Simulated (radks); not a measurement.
Results of a calculation; reference values are marked as such.
Effect of the nuclear size on neutral neodymium, [Xe] 4f4 6s2. Code: a radial shooting solver on a logarithmic mesh with Libxc functionals. Model: Dirac Kohn-Sham, relativistic LDA (MacDonald-Vosko exchange, VWN5 correlation), spin-unpolarised, spherical densities, finite nucleus; open shells fill j = l - 1/2 first; Fermi nuclear charge, rms radius 4.9123 fm. The rms radius is varied about that value; shifts are against it.

| rms radius (fm) | total energy shift (eV) | density at nucleus (e/bohr^3) | 1s1/2 shift (meV) | 2s1/2 shift (meV) | 5s1/2 shift (meV) | 5p1/2 shift (meV) | 6s1/2 shift (meV) | 4f5/2 shift (meV) | 6p1/2 (empty) shift (meV) |
|---|---|---|---|---|---|---|---|---|---|
| 4.0084 | -4.32 | 4.687e+05 | -1780 | -221 | -1.60 | 0.242 | -0.078 | 0.370 | 0.072 |
| 4.5193 | -1.96 | 4.563e+05 | -808 | -101 | -0.728 | 0.110 | -0.035 | 0.168 | 0.033 |
| 4.9123 | 0 | 4.479e+05 | 0.000 | 0.000 | 0.000 | 0.000 | 0.000 | 0.000 | 0.000 |
| 5.2709 | 1.90 | 4.41e+05 | 783 | 97.4 | 0.705 | -0.107 | 0.034 | -0.163 | -0.032 |
| 5.9832 | 5.98 | 4.287e+05 | 2460 | 307 | 2.22 | -0.335 | 0.108 | -0.512 | -0.100 |

Slopes of the eigenvalues against <r^2> in GHz/fm^2, as finite differences over the two radii next to the reference (eigenvalue slopes, not the field-shift constants of lines): 1s1/2 52300, 2s1/2 6510, 5s1/2 47.1, 5p1/2 -7.12, 6s1/2 2.28, 4f5/2 -10.9, 6p1/2 (empty) -2.12.
